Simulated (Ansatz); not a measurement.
Gas-phase electronic energies from Ansatz, PBE0-D4/def2-TZVP geometries. CCSD(T)/CBS adds triple-zeta CCSD(T) − MP2 to the extrapolated MP2 energy (def2 sets, frozen cores). This one scheme is used for every species, atoms too. DFT in def2-TZVPP. B3LYP here is the variant with VWN-RPA as its local correlation; programs differ in this. No spin–orbit coupling; open shells (•) take unrestricted orbitals. Spin–orbit coupling would lower the free atoms: a little for Al, C, O, Si.

`C[SiH]1[O][AlH]1` → Al• + C• + 5 H• + O• + Si•  (atomization)

```csv
level,ΔE (kJ/mol),difference from CCSD(T)/CBS
LDA (SPW92),3511.6,397.1
PBE-D4,3131.6,17.1
revPBE-D4,3060.9,-53.6
r2SCAN-D4,3124.7,10.2
B97M-V,3138.6,24.1
PBE0-D4,3083.2,-31.3
B3LYP-D4,3091.4,-23.1
r2SCANh-D4,3102.9,-11.6
r2SCAN0-D4,3071.8,-42.7
BHLYP-D4,3012.3,-102.2
CAM-B3LYP-D4,3107.9,-6.6
ωB97X-V,3119.7,5.2
ωB97M-V,3112.7,-1.8
B2PLYP,3066.7,-47.8
PBE-QIDH,3075.7,-38.8
PBE,3114.4,-0.1
revPBE,3011.9,-102.6
BLYP,3044.7,-69.8
r2SCAN,3120.6,6.1
PBE0,3068.6,-45.9
B3LYP,3063.4,-51.1
r2SCANh,3098.5,-16.0
r2SCAN0,3066.9,-47.6
BHLYP,2989.3,-125.2
CAM-B3LYP,3093.0,-21.5
LC-ωPBE,3088.2,-26.3
HF/def2-SVP,2241.8,-872.7
MP2/def2-SVP,2929.5,-185.0
CCSD/def2-SVP,2859.1,-255.4
CCSD(T)/def2-SVP,2891.9,-222.6
HF/def2-TZVPP,2264.4,-850.1
MP2/def2-TZVPP,3073.9,-40.6
SCS-MP2/def2-TZVPP,3063.6,-50.9
CCSD/def2-TZVPP,2979.9,-134.6
CCSD(T)/def2-TZVPP,3026.5,-88.0
HF/def2-QZVPP,2271.9,-842.6
MP2/def2-QZVPP,3127.0,12.5
SCS-MP2/def2-QZVPP,3122.5,8.0
HF/CBS(def2),2273.1,-841.4
MP2/CBS(def2),3161.8,47.3
CCSD(T)/CBS,3114.5,0
```

Largest T1 diagnostic among the species: 0.018.

The D4 term adds +27.9 kJ/mol with B3LYP and +14.5 kJ/mol with PBE0; it sums over pairs of atoms, weighted by their polarisabilities, and B3LYP, whose exchange is more repulsive, gets the larger term. From r2SCAN to r2SCAN0 (25 % exact exchange), in def2-TZVPP and without D4, ΔE moves by −53.7 kJ/mol: exact exchange takes away binding that semilocal exchange gives to molecules. Leaving LDA and LC-ωPBE aside and taking each functional with its dispersion term where it has one, the values spread over 126.4 kJ/mol, from BHLYP-D4 to B97M-V. LDA lies +397.2 kJ/mol from PBE without D4, its usual overbinding.

For atomizations the MP2-based limit and the directly extrapolated one differ by several kJ/mol either way, and by 10 to 25 for some Ge, Se and Sn compounds, so smaller differences from it don't rank the levels.
